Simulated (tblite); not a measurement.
C₅H₁₁O₂Si (doublet state).
SMILES with atom numbers: `[CH3:1][CH:2][O:3][SiH2:4][O:5][CH:6]1[CH2:7][CH2:8]1` (hydrogens: H9, H10, H11 on C1; H12 on C2; H13, H14 on Si4; H15 on C6; H16, H17 on C7; H18, H19 on C8)

Computed with GFN2-xTB (tblite), gas phase: L-BFGS steps from a force-field or distance-geometry start until the largest atomic force falls under 0.01 eV/Å.

Step 17: E = -712.3845 eV
```
atom  x, y, z in Å  |  force x, y, z in eV/Å
C1     -3.4253    0.2188    0.2919    0.006  -0.183  -0.036
C2     -2.5120   -0.7273    0.9813   -0.132   0.187  -0.025
O3     -1.2392   -0.8301    0.5603   -0.145   0.055   0.055
Si4    -0.5104   -0.4931   -0.8561   -0.158  -0.140  -0.007
O5      1.0674   -0.6105   -0.5664    0.070   0.122   0.107
C6      1.7180    0.2182    0.3302    0.055   0.020   0.043
C7      2.9611    0.9106   -0.1211    0.127  -0.025   0.072
C8      3.0362   -0.2200    0.8753    0.021   0.044  -0.026
H9     -3.5890   -0.1125   -0.7454    0.106   0.131   0.101
H10    -4.4028    0.2858    0.7672    0.206  -0.016   0.123
H11    -2.9556    1.2134    0.2510   -0.228  -0.164  -0.029
H12    -2.7414   -1.2852    1.8737   -0.037   0.127  -0.107
H13    -0.8810    0.8292   -1.3628   -0.018  -0.016  -0.001
H14    -0.6945   -1.6025   -1.7540   -0.040  -0.154  -0.301
H15     1.0533    0.7666    0.9906    0.059  -0.060   0.013
H16     3.1256    1.9250    0.2115    0.075  -0.056  -0.043
H17     3.3094    0.6850   -1.1188   -0.035   0.112   0.059
H18     3.2435   -0.0075    1.9158    0.088  -0.040  -0.145
H19     3.4269   -1.1547    0.4989   -0.021   0.053   0.146
```

Step 18: E = -712.3988 eV
```
atom  x, y, z in Å  |  force x, y, z in eV/Å
C1     -3.4419    0.2204    0.2991    0.014  -0.188  -0.071
C2     -2.5251   -0.7336    0.9656   -0.008   0.196  -0.014
O3     -1.2499   -0.8169    0.5489   -0.049   0.039  -0.035
Si4    -0.5039   -0.4934   -0.8641   -0.209  -0.052  -0.089
O5      1.0733   -0.6105   -0.5588   -0.039   0.138   0.125
C6      1.7243    0.2156    0.3405    0.042   0.016  -0.004
C7      2.9667    0.9055   -0.1185    0.087   0.012   0.044
C8      3.0451   -0.2217    0.8789    0.038   0.051  -0.025
H9     -3.6096   -0.1003   -0.7367    0.049   0.089  -0.013
H10    -4.4095    0.2684    0.7884    0.081   0.027   0.134
H11    -2.9860    1.2194    0.2548   -0.165  -0.125   0.035
H12    -2.7359   -1.2725    1.8726   -0.057   0.100  -0.051
H13    -0.8820    0.8327   -1.3941    0.052  -0.218   0.098
H14    -0.6717   -1.6100   -1.7659   -0.031  -0.058  -0.202
H15     1.0613    0.7651    1.0025    0.068  -0.079   0.001
H16     3.1326    1.9207    0.2073    0.086  -0.025  -0.020
H17     3.3030    0.6792   -1.1198   -0.017   0.096   0.053
H18     3.2577   -0.0048    1.9156    0.093  -0.024  -0.082
H19     3.4417   -1.1541    0.5067   -0.034   0.005   0.116
```

Question: Estimate the geometry and energy of step 19. (The exact step hangs on the optimiser's Hessian estimate; all steps are aligned on step 18, rigid shifts and turns removed.)

Answer: E = -712.4093 eV, largest force 0.353 eV/Å
```
atom  x, y, z in Å  |  force x, y, z in eV/Å
C1     -3.4551    0.2183    0.3031   -0.017  -0.113  -0.071
C2     -2.5350   -0.7355    0.9543    0.106   0.127   0.037
O3     -1.2589   -0.8050    0.5396    0.025   0.011  -0.098
Si4    -0.5022   -0.4957   -0.8717   -0.154  -0.019  -0.128
O5      1.0754   -0.6081   -0.5511   -0.140   0.106   0.084
C6      1.7300    0.2143    0.3481    0.016   0.021  -0.033
C7      2.9724    0.9021   -0.1157    0.032   0.045   0.003
C8      3.0524   -0.2221    0.8811    0.049   0.028  -0.015
H9     -3.6248   -0.0888   -0.7323   -0.011   0.023  -0.112
H10    -4.4128    0.2567    0.8063   -0.033   0.029   0.125
H11    -3.0115    1.2201    0.2592   -0.088  -0.041   0.069
H12    -2.7313   -1.2612    1.8716   -0.072   0.086  -0.021
H13    -0.8810    0.8325   -1.4151    0.077  -0.314   0.141
H14    -0.6552   -1.6178   -1.7787   -0.024   0.030  -0.108
H15     1.0685    0.7619    1.0118    0.059  -0.056   0.020
H16     3.1394    1.9178    0.2029    0.097   0.021   0.017
H17     3.2986    0.6768   -1.1193    0.007   0.070   0.017
H18     3.2698   -0.0036    1.9140    0.096   0.005   0.006
H19     3.4515   -1.1534    0.5148   -0.025  -0.057   0.066
```

The energy changes by -0.0105 eV. The first-order estimate −F·Δx gives -0.0146 eV and the mean of the old and new forces, exact on a quadratic surface, -0.0105 eV. The step makes an angle of 71° with the force vector and moves no atom by more than 0.026 Å.

The cost below is that of the whole relaxation. On one thread of an Arm Neoverse V1, on a shared host, this took 1.4 s.
